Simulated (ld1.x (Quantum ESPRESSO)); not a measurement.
## What one change does to a pseudopotential (Te, TM semilocal)

* Element: tellurium
* Generator: ld1.x (Quantum ESPRESSO) 7.5
* Type: norm-conserving Troullier–Martins (semilocal form)
* Functional: PBE
* Relativity: scalar-relativistic
* Frozen core: [Kr] 4d10
* Valence charge: 6
* Reference configuration: 5s2 5p2 (charge +2)
* Partial waves: 5s (bound): rc 1.80 bohr; 5p (bound): rc 2.00 bohr
* Local potential: the p channel
* Core correction: none

Change: wave 5p (bound): rc 2.00 bohr becomes 5p (bound): rc 2.82 bohr.

Cutoffs: the cutoffs (Ry, on a coarse ladder) from which the occupation-weighted sum of valence levels, in a spherical-Bessel basis at the reference potential, stays within 10 and 1 mRy of its value at 400 Ry; they do not see the model core or the augmentation charge, which bear on the density cutoff. Errors are all-electron minus pseudo energies relative to the spin-unpolarised reference configuration.

Q: What does the change do?

A: The potential gets neither clearly harder nor softer (30 Ry and 40 Ry → 30 Ry and 40 Ry); the s channel sets the loose cutoff, while the largest relative change is in p, which becomes softer; of the 7 tests that both files solve, the error grows in 6 and shrinks in 0 by more than 15 % and 0.3 meV (median size 7.5 → 12.4 meV); neither file shows a bound ghost. More of the atom is replaced by a form fitted at one configuration, so other configurations suffer. A semilocal file is local in each channel, so a ghost entry of none says nothing of the separable form that plane-wave codes build from it.

```tsv
quantity	base	changed
cutoff, loose	30 Ry	30 Ry
cutoff, tight	40 Ry	40 Ry
loose cutoff by channel (10 mRy a level)	s 25 Ry, p 12 Ry	s 25 Ry, p 6 Ry
bound ghosts	none	none
error for 5s2 5p4, meV [ΔE -27.65 eV]	+7.5	+14
error for 5s2 5p3, meV [ΔE -17.92 eV]	+4.5	+4.4
error for 5s2 5p1, meV [ΔE 26.90 eV]	-3.1	-11
error for 5s1 5p4, meV [ΔE -8.08 eV]	+9.1	+12
error for 5s0 5p6, meV [ΔE -8.95 eV]	+23	+41
error for 5s2 5p4.3, meV [ΔE -29.12 eV]	+8.8	+18
error for 5s2 5p3.5, meV [ΔE -23.76 eV]	+5.9	+7.9
```
